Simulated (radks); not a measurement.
The numbers below are computed, except where a source is named.
Task: The mean radii <r> (bohr) of the occupied orbitals of an atom or ion are listed with their occupations. Code: a radial shooting solver on a logarithmic mesh with Libxc functionals. Model: non-relativistic Kohn-Sham, exchange-only B88, spin-polarised, spherical densities, point nucleus.

orbital  occ.     <r>
1s          2  0.1309
2s          2  0.6999
2p          6  0.6907
3s          2   3.207

Name the element and its charge. Open shells, if any, are filled with parallel spins first.

Result: Z = 12, magnesium, charge 0: Mg in [Ne] 3s2. The 1s radius gives Z: for a bare nucleus <r> = 1.5/Z, 0.125 bohr for Z = 12, and screening makes it slightly larger (0.1309 here). The occupations add up to 12, and the charge is Z minus that.
